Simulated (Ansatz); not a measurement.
Ansatz results at the PBE0-D4/def2-TZVP geometry: HOMO–LUMO gap (PBE0/def2-TZVPP) 4.18 eV; size of the dipole moment (ωB97M-V/def2-TZVPP) 1.42 D; LUMO energy (ωB97M-V/def2-TZVPP) -0.16 eV.

(1) Which molecule gave them?
A. `C[C@@H]1[AlH][Si@H]1[SiH3]`
B. `FC1=CCC1Cl`
C. `CC[Si]1(F)C=N1`
D. `C[SiH2][SiH]1[CH2][AlH]1`

Results:

(1) A. The others give `CC[Si]1(F)C=N1`: 5.74, 2.77, 1.44; `FC1=CCC1Cl`: 7.40, 2.37, 1.95; `C[SiH2][SiH]1[CH2][AlH]1`: 4.08, 0.71, -0.18.
